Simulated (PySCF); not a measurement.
Relaxation of quartet BrReN

These are results of UPBE0/[Re def2-SVP with ECP60, N def2-SVP, Br def2-SVP], scalar-relativistic core potentials, density fitting, no spin–orbit coupling, PySCF, not measurements. A (50,194) grid was used.

A start displaced from a saddle point along its imaginary mode, of Cs symmetry, held to at least that symmetry:

```xyz
3
charge 0 multiplicity 4, angstrom
Re   -0.0002   -0.0310   -0.6302
N     0.0015    0.2500   -2.2924
Br    0.0002    0.0291    1.8997
```

Optimiser trace:
```
step  E − E(last) (kJ/mol)  largest gradient (Eh/bohr)
   0                 28.05                     0.02636
   1                 24.93                     0.00881
   2                 20.67                     0.01132
   3                 13.70                     0.00782
   4                  9.45                     0.02612
   5                  8.88                     0.03280
   6                  7.83                     0.03307
   7                  2.93                     0.02509
   8                  0.73                     0.01369
   9                  0.02                     0.00171
  10                  0.00                     0.00065
  11                  0.00                     0.00056
  12                  0.00                     0.00002
```

It ends at Cs with Re–Br 2.455 Å, Re–N 1.645 Å; Br–Re–N 128.6° (after a last refinement on a finer grid). The frequency run here used a shortcut that can spoil soft modes, so no verdict on minimum or saddle point is given. Other isomers or separated fragments may lie lower.

Other spin states or occupations of the open shell can lie lower. With an element this heavy the missing spin–orbit coupling can shift these numbers.

The relaxation took of the order of 90 core-seconds on a shared host.
